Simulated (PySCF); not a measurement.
## Dipole response of W²⁺ (tungsten, charge +2)

[Xe] 4f14 5d4, high-spin 5D determinant. All numbers are calculated (PySCF 2.14, scalar relativity by spin-free X2C-1e, in ANO-RCC-VTZP). Coupled (time-dependent) response in atomic units; α is the mean over directions. The basis has no added diffuse functions, which lowers α and C₆.

```json
{"method": "UHF", "mean α (bohr³)": "10.57", "α xx, yy, zz": "9.650, 9.650, 12.42", "C₆ (like pair)": "60.79", "S(−4)": "58.10"}
```

S(−4) is the Cauchy moment in α(ω) = α(0) + S(−4) ω² + …

Spin-orbit coupling is absent.

α(iu) at UHF:

| u (hartree) | α(iu) (bohr³) |
| --- | --- |
| 0 | 10.57 |
| 0.0500 | 10.43 |
| 0.100 | 10.04 |
| 0.200 | 8.896 |
| 0.300 | 7.750 |
| 0.500 | 6.120 |
| 0.750 | 4.899 |
| 1.00 | 4.067 |
| 1.50 | 2.920 |
| 2.00 | 2.172 |
| 3.00 | 1.324 |
| 5.00 | 0.6519 |

For an ion, C₆ is the dispersion term alone; charge-induced terms of lower order in 1/R come first.

The components differ because the open shell of this determinant is not spherical; for a pure term their mean is the scalar polarisability.

Spin-orbit coupling, absent here, splits the open shell strongly.
